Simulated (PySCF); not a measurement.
A geometry optimisation, step by step.

Si(OMe)Cl3, CH3Cl3OSi.
Bonds: Si1–O2, Si1–Cl7, Si1–Cl8, Si1–Cl9, O2–C3. Hydrogens: H4, H5, H6 on C3.

Method: PBE0-D3(BJ)/def2-SVP geometry optimisation, gas phase (PySCF); density fitting, grid level 1; the optimiser is geomeTRIC in internal coordinates, started from a GFN2-xTB structure with every atom displaced at random (about 0.03 Å). The frame can shift and turn from step to step; on so coarse a grid that alone can change the energy by a few meV, and forces under 0.02 eV/Å are noise.

Step 0: E = -48547.8341 eV, largest atomic force 4.128 eV/Å
```
atom  x, y, z in Å  |  force x, y, z in eV/Å
Si1    -0.292    0.483   -1.114   -0.915   2.728  -0.383
O2     -0.290    0.409    0.471   -0.332  -0.018   1.023
C3      0.280   -0.548    1.277    3.437   2.267   0.299
H4      0.028   -1.525    1.095   -1.489  -2.929  -0.655
H5      0.131   -0.278    2.303   -0.354   0.077   0.969
H6      1.406   -0.543    1.121   -0.742   0.076   0.252
Cl7     1.524    0.640   -1.931    0.856  -0.134  -0.342
Cl8    -1.310    2.282   -1.375    0.332  -0.573  -0.281
Cl9    -1.344   -0.990   -1.874   -0.792  -1.494  -0.882
```

Step 1: E = -48548.2543 eV, largest atomic force 1.093 eV/Å
```
atom  x, y, z in Å  |  force x, y, z in eV/Å
Si1    -0.338    0.550   -1.107   -0.346   1.008   0.245
O2     -0.265    0.437    0.511    0.081   0.169   0.075
C3      0.347   -0.543    1.302    0.321  -0.275   0.091
H4     -0.058   -1.542    1.074   -0.056  -0.042   0.079
H5      0.163   -0.307    2.360   -0.112  -0.009  -0.025
H6      1.448   -0.588    1.165   -0.219   0.156  -0.140
Cl7     1.511    0.650   -1.925    0.383  -0.026  -0.138
Cl8    -1.356    2.294   -1.511    0.231  -0.468   0.093
Cl9    -1.321   -1.020   -1.894   -0.284  -0.514  -0.282
```

Step 2: E = -48548.2844 eV, largest atomic force 0.311 eV/Å
```
atom  x, y, z in Å  |  force x, y, z in eV/Å
Si1    -0.342    0.568   -1.095   -0.060   0.261   0.158
O2     -0.267    0.448    0.526   -0.098   0.113  -0.068
C3      0.347   -0.549    1.300   -0.033  -0.185   0.041
H4     -0.078   -1.549    1.083    0.050   0.131   0.025
H5      0.176   -0.315    2.361   -0.006  -0.013  -0.058
H6      1.432   -0.578    1.117    0.061  -0.024  -0.013
Cl7     1.530    0.655   -1.898    0.115  -0.013  -0.034
Cl8    -1.357    2.281   -1.516    0.047  -0.112   0.035
Cl9    -1.309   -1.030   -1.902   -0.077  -0.157  -0.087
```

Step 3: E = -48548.2881 eV, largest atomic force 0.098 eV/Å
```
atom  x, y, z in Å  |  force x, y, z in eV/Å
Si1    -0.343    0.580   -1.086    0.053  -0.020   0.034
O2     -0.273    0.457    0.534   -0.050   0.053  -0.004
C3      0.346   -0.553    1.293   -0.041  -0.089  -0.001
H4     -0.093   -1.543    1.073    0.036   0.050  -0.003
H5      0.183   -0.327    2.356    0.019   0.002  -0.011
H6      1.430   -0.591    1.097    0.005  -0.008  -0.002
Cl7     1.542    0.662   -1.876    0.002   0.001   0.000
Cl8    -1.362    2.279   -1.515   -0.020   0.025   0.001
Cl9    -1.296   -1.033   -1.902   -0.004  -0.013  -0.014
```

Step 4: E = -48548.2887 eV, largest atomic force 0.081 eV/Å
```
atom  x, y, z in Å  |  force x, y, z in eV/Å
Si1    -0.342    0.587   -1.079    0.048  -0.059  -0.029
O2     -0.279    0.461    0.541   -0.037   0.018   0.033
C3      0.341   -0.559    1.288    0.010  -0.021  -0.018
H4     -0.101   -1.544    1.062    0.000  -0.001  -0.008
H5      0.191   -0.341    2.353    0.005   0.003   0.001
H6      1.424   -0.599    1.081    0.000  -0.006   0.004
Cl7     1.548    0.671   -1.859   -0.024   0.007   0.009
Cl8    -1.364    2.284   -1.509   -0.016   0.030  -0.001
Cl9    -1.286   -1.029   -1.904    0.014   0.028   0.009
```

Step 5: E = -48548.2890 eV, largest atomic force 0.088 eV/Å
```
atom  x, y, z in Å  |  force x, y, z in eV/Å
Si1    -0.339    0.600   -1.067    0.014  -0.047  -0.073
O2     -0.288    0.462    0.552   -0.006  -0.019   0.040
C3      0.337   -0.572    1.278    0.040   0.045  -0.010
H4     -0.112   -1.550    1.044   -0.028  -0.045  -0.009
H5      0.201   -0.365    2.348   -0.004  -0.007   0.013
H6      1.417   -0.616    1.059   -0.008   0.000   0.001
Cl7     1.555    0.690   -1.836   -0.029   0.011   0.013
Cl8    -1.364    2.296   -1.494   -0.001   0.013   0.002
Cl9    -1.274   -1.014   -1.911    0.021   0.048   0.024
```

Step 6: E = -48548.2890 eV, largest atomic force 0.084 eV/Å
```
atom  x, y, z in Å  |  force x, y, z in eV/Å
Si1    -0.336    0.615   -1.055   -0.022  -0.011  -0.063
O2     -0.296    0.458    0.564    0.023  -0.047   0.026
C3      0.332   -0.590    1.268    0.040   0.073  -0.006
H4     -0.124   -1.562    1.023   -0.033  -0.052  -0.006
H5      0.210   -0.398    2.342   -0.011  -0.010   0.011
H6      1.410   -0.636    1.036   -0.008   0.001  -0.001
Cl7     1.562    0.717   -1.813   -0.016   0.011   0.009
Cl8    -1.362    2.315   -1.469    0.011  -0.004   0.005
Cl9    -1.263   -0.990   -1.922    0.015   0.040   0.024
```

Step 7: E = -48548.2891 eV, largest atomic force 0.060 eV/Å
```
atom  x, y, z in Å  |  force x, y, z in eV/Å
Si1    -0.333    0.630   -1.047   -0.040   0.023  -0.013
O2     -0.299    0.452    0.572    0.037  -0.047  -0.006
C3      0.330   -0.608    1.259    0.010   0.057   0.003
H4     -0.133   -1.575    1.006   -0.017  -0.028  -0.002
H5      0.215   -0.428    2.336   -0.009  -0.011   0.005
H6      1.406   -0.655    1.021   -0.004   0.000  -0.003
Cl7     1.565    0.743   -1.798    0.005   0.007   0.002
Cl8    -1.359    2.335   -1.441    0.015  -0.014   0.005
Cl9    -1.259   -0.963   -1.933    0.002   0.013   0.009
```

Step 8: E = -48548.2893 eV, largest atomic force 0.061 eV/Å
```
atom  x, y, z in Å  |  force x, y, z in eV/Å
Si1    -0.332    0.642   -1.042   -0.031   0.034   0.040
O2     -0.296    0.444    0.575    0.032  -0.022  -0.029
C3      0.330   -0.623    1.253   -0.022   0.012   0.005
H4     -0.137   -1.587    0.992    0.005   0.005   0.001
H5      0.215   -0.453    2.332   -0.003  -0.005  -0.003
H6      1.405   -0.671    1.014    0.002  -0.002  -0.003
Cl7     1.565    0.765   -1.792    0.018   0.002  -0.005
Cl8    -1.355    2.353   -1.416    0.008  -0.011   0.003
Cl9    -1.261   -0.939   -1.942   -0.010  -0.014  -0.008
```

Step 9: E = -48548.2895 eV, largest atomic force 0.052 eV/Å
```
atom  x, y, z in Å  |  force x, y, z in eV/Å
Si1    -0.331    0.651   -1.037   -0.011   0.020   0.047
O2     -0.293    0.438    0.577    0.019   0.001  -0.029
C3      0.330   -0.634    1.248   -0.028  -0.013   0.005
H4     -0.141   -1.595    0.981    0.012   0.016   0.000
H5      0.213   -0.471    2.329    0.002  -0.001  -0.004
H6      1.405   -0.684    1.010    0.003  -0.002  -0.001
Cl7     1.565    0.780   -1.790    0.013  -0.001  -0.005
Cl8    -1.352    2.366   -1.396    0.000  -0.002   0.000
Cl9    -1.263   -0.922   -1.948   -0.011  -0.018  -0.012
```

Step 10: E = -48548.2896 eV, largest atomic force 0.026 eV/Å
```
atom  x, y, z in Å  |  force x, y, z in eV/Å
Si1    -0.331    0.657   -1.035    0.002   0.003   0.025
O2     -0.288    0.437    0.578    0.008   0.013  -0.014
C3      0.329   -0.639    1.246   -0.017  -0.019   0.002
H4     -0.142   -1.599    0.975    0.009   0.011  -0.001
H5      0.211   -0.481    2.327    0.002   0.001  -0.003
H6      1.405   -0.691    1.010    0.002   0.000   0.001
Cl7     1.565    0.787   -1.791    0.004  -0.001  -0.003
Cl8    -1.351    2.373   -1.386   -0.003   0.003  -0.001
Cl9    -1.266   -0.913   -1.950   -0.006  -0.011  -0.008
```

Step 11: E = -48548.2897 eV, largest atomic force under 0.02 eV/Å
```
atom  x, y, z in Å  |  force x, y, z in eV/Å
Si1    -0.330    0.659   -1.034    0.006  -0.008  -0.003
O2     -0.283    0.437    0.578    0.002   0.015   0.003
C3      0.329   -0.642    1.246   -0.003  -0.013   0.000
H4     -0.144   -1.599    0.970    0.001   0.002  -0.001
H5      0.209   -0.486    2.326    0.000   0.001   0.000
H6      1.405   -0.696    1.012    0.000   0.001   0.002
Cl7     1.564    0.790   -1.794   -0.005   0.000   0.001
Cl8    -1.350    2.377   -1.381   -0.002   0.003   0.000
Cl9    -1.267   -0.909   -1.949    0.001   0.000  -0.001
```

Question: Summarise the path.

Answer: The energy falls by 0.4556 eV from step 0 to step 11; nine tenths of that is first reached at step 1. It falls at every step. The largest force goes from 4.128 to under 0.02 eV/Å. Among the bonds Si1–Cl9 changes most, from 1.963 to 2.044 Å; the atoms move by 0.117 Å rms after alignment.

The cost below is that of the whole optimisation. Time: 2.1 min of wall time; peak memory 0.49 GiB. Hardware: an AMD EPYC with one thread, no GPU (shared host).
